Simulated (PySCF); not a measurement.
H8N2Si2, SMILES N[SiH2][SiH2]N.

Geometry optimised at PBE0-D3(BJ)/def2-SVP. One conformer was computed; it need not be the lowest.

The numbers are results of SMD-B3LYP/6-31G* in PySCF, not measurements.

Solvation free energies are E(SMD) − E(gas) at the gas-phase geometry, for 1 M in both phases. In vacuum the dipole moment is 2.13 D.

```csv
solvent,ΔG(solv) (kcal/mol),its non-electrostatic (CDS) part,dipole (D)
water,-1.5,4.7,2.75
ethanol,___,___,___
dichloromethane,-4.1,1.1,2.65
```

Problem. Some entries are withheld; supply them. (The exact figures need the calculation; the answer reports its results.)

Solution. 
- ethanol, ΔG(solv) (kcal/mol): -4.7
- ethanol, its non-electrostatic (CDS) part: 1.2
- ethanol, dipole (D): 2.72
